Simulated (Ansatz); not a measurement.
Isolated molecules relaxed with PBE0-D4/def2-TZVP in Ansatz; ΔE leaves out vibrations. CCSD(T)/CBS is the MP2 limit (def2-TZVPP, def2-QZVPP) plus CCSD(T) − MP2 in def2-TZVPP, frozen cores. This one scheme is used for every species, atoms too. For atomizations the MP2-based limit and the directly extrapolated one differ by several kJ/mol either way, and by 10 to 25 for some Ge, Se and Sn compounds, so smaller differences from it don't rank the levels. Functionals use def2-TZVPP. B3LYP here is the variant with VWN-RPA as its local correlation; programs differ in this. No spin–orbit coupling; open shells (•) take unrestricted orbitals. Spin–orbit coupling would lower the free atoms: a little for C, O, S.

Reaction (atomization): `CC(C)(C)S(C)(=O)=O` → 5 C• + 12 H• + 2 O• + S•

| level | ΔE (kJ/mol) |
| --- | --- |
| PBE-QIDH | 7748.0 |
| PBE0 | 7769.5 |
| B3LYP | 7664.1 |
| CCSD/CBS(def2) | 7652.5 |

(1) What does CCSD(T)/CBS give? (An estimate is asked.)

Largest T1 diagnostic among the species: 0.014.

Answers

(1) Computed: +7779.9 kJ/mol. The listed levels differ from it by -31.9, -10.4, -115.8, -127.4 kJ/mol.

From PBE to PBE0 (25 % exact exchange), in def2-TZVPP and without D4, ΔE moves by −139.8 kJ/mol: exact exchange takes away binding that semilocal exchange gives to molecules. At CCSD(T), def2-SVP lies −532.7 kJ/mol from the extrapolated value and def2-TZVPP −209.5 kJ/mol: correlation converges slowly with the basis, and small sets miss more of it in the bonded molecule than in its fragments. The D4 term adds +88.9 kJ/mol with B3LYP and +47.6 kJ/mol with PBE0; it sums over pairs of atoms, weighted by their polarisabilities, and B3LYP, whose exchange is more repulsive, gets the larger term.
